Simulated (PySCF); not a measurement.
HIMg, singlet, geometry from GFN2-xTB (such geometries of metal compounds can be far from the true shape) (core potentials on I). Base run: CAMB3LYP/def2-SVP, polarisability in PySCF.

The PySCF input:
```python
from pyscf import gto, scf, dft
from pyscf.prop import polarizability

mol = gto.M(
    atom='''
Mg   -0.00000000   -0.00000000   -2.03897867
H    -0.00000000   -0.00000000   -3.60248512
I     0.00000000    0.00000000    0.52962696
''',
    basis='def2-svp',
    ecp={'I': 'def2-svp'},
    verbose=4,
)

mf = dft.RKS(mol)
mf.xc = 'camb3lyp'
mf.kernel()
alpha = mf.Polarizability().polarizability()[2, 2]
print('alpha_zz =', alpha)
```

The base run was repeated with changes; each row names its change, and settings that it needs were set with it.

```json
[
 {"change": "base", "alpha_zz (bohr³)": "69.98", "basis functions": "49", "core-seconds (rough)": "10"},
 {"change": "finite field (a.u.) = 0.001; conv_tol = 1e-6", "alpha_zz (bohr³)": "69.99", "basis functions": "49", "core-seconds (rough)": "9"},
 {"change": "finite field (a.u.) = 2e-4; conv_tol = 1e-6", "alpha_zz (bohr³)": "67.31", "basis functions": "49", "core-seconds (rough)": "8"},
 {"change": "basis = def2-TZVPD", "alpha_zz (bohr³)": "78.59", "basis functions": "103", "core-seconds (rough)": "50"},
 {"change": "basis = def2-TZVP", "alpha_zz (bohr³)": "76.08", "basis functions": "88", "core-seconds (rough)": "30"},
 {"change": "finite field (a.u.) = 0.02; conv_tol = 1e-11", "alpha_zz (bohr³)": "70.50", "basis functions": "49", "core-seconds (rough)": "10"},
 {"change": "finite field (a.u.) = 0.05; conv_tol = 1e-11", "alpha_zz (bohr³)": "73.40", "basis functions": "49", "core-seconds (rough)": "10"},
 {"change": "finite field (a.u.) = 2e-4; conv_tol = 1e-11", "alpha_zz (bohr³)": "69.98", "basis functions": "49", "core-seconds (rough)": "10"},
 {"change": "functional = pbe", "alpha_zz (bohr³)": "76.33", "basis functions": "49", "core-seconds (rough)": "7"},
 {"change": "functional = hf", "alpha_zz (bohr³)": "63.15", "basis functions": "49", "core-seconds (rough)": "0.8"},
 {"change": "finite field (a.u.) = 0.001; conv_tol = 1e-11", "alpha_zz (bohr³)": "69.98", "basis functions": "49", "core-seconds (rough)": "10"},
 {"change": "basis = STO-3G", "alpha_zz (bohr³)": "33.79", "basis functions": "37", "core-seconds (rough)": "5"}
]
```

Finite-field rows take the second difference of the energy in a field along z; a small field with loose convergence shows SCF noise divided by the square of the field, and a large one adds hyperpolarisability.
